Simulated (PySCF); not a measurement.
These compounds are isomers of formula C₄H₄FNO₂.

A. `InChI=1S/C4H4FNO2/c1-6-4(5)2-8-3-7/h2-3H,1H2/b4-2+`
B. `C(=O)C(=O)N/C=C/F`
C. `InChI=1S/C4H4FNO2/c5-1-2-6-4(8)3-7/h1-3H,(H,6,8)/b2-1-`
D. `n1occ(OC)c1F`

Spectrum 1. 1H NMR (500 MHz, computed): δ 8.15 (s, 1H), 7.96 (m, 1H), 7.84 (m, 1H), 7.26 (m, 1H). 13C{1H} NMR (computed): δ 160.7 (CH), 157.8 (C), 153.2 (CH2), 129.1 (CH).

Spectrum 2. 1H NMR (500 MHz, computed): δ 7.96 (m, 1H), 3.92 (s, 3H). 13C{1H} NMR (computed): δ 174.1 (C), 145.7 (CH), 142.9 (C), 59.6 (CH3).

Spectrum 3. 1H NMR (500 MHz, computed): δ 9.37 (s, 1H), 7.59 (br, 1H), 7.49 (m, 1H), 7.32 (m, 1H). 13C{1H} NMR (computed): δ 197.5 (CH), 157.7 (C), 151.7 (CH), 118.2 (CH).

Spectrum 4. 1H NMR (500 MHz, computed): δ 9.42 (s, 1H), 8.33 (br, 1H), 6.76 (m, 1H), 6.68 (m, 1H). 13C{1H} NMR (computed): δ 197.3 (CH), 157.4 (C), 147.5 (CH), 112.8 (CH).

PySCF 2.14.0 with density-fitted response routines calculation with coordinates at the GFN2-xTB level and shieldings: GIAO PBE0/pcSseg-1; one conformer, fast rotation and ring inversion assumed for equivalent nuclei, no solvent model, relativity neglected.

Scale: 1H and 13C vs TMS (reference shieldings calculated alike). Splittings of carbon signals by F and P are missing where no couplings were computed. Where no couplings were computed, multiplicities follow the n + 1 count of equivalent neighbours, and m marks all less simple cases (inequivalent or close neighbours, rings, F or P nearby). Acid and N–H amide carbonyl carbons lie up to 10 ppm further downfield in solution (hydrogen bonding). Shifts are as computed. Against solution values, carbons near 30 ppm lie about +3 ppm off and those near 130 ppm about +5 ppm. Of 1211 compounds with measured shifts, 218 miss one by over three times the rms of a fit or turn the order of signals round; such compounds aren't used in these exercises. OH and NH positions are gas-phase values without hydrogen bonding to other molecules.

Problem. Match each spectrum to its structure.

Solution. 1–A, 2–D, 3–B, 4–C.

- Spectrum 1 (A): 4 13C signals; δC 160.7 is an ester carbonyl carbon; δC 129.1 is an alkene carbon bearing oxygen.
- Spectrum 2 (D): 4 13C signals; δC 174.1 is an aromatic carbon bearing fluorine; δC 142.9 is an aromatic carbon bearing oxygen.
- Spectrum 3 (B): 4 13C signals; δC 197.5 is an aldehyde carbonyl carbon; δC 157.7 is an amide carbonyl carbon.
- Spectrum 4 (C): 4 13C signals; δC 197.3 is an aldehyde carbonyl carbon; δC 157.4 is an amide carbonyl carbon.
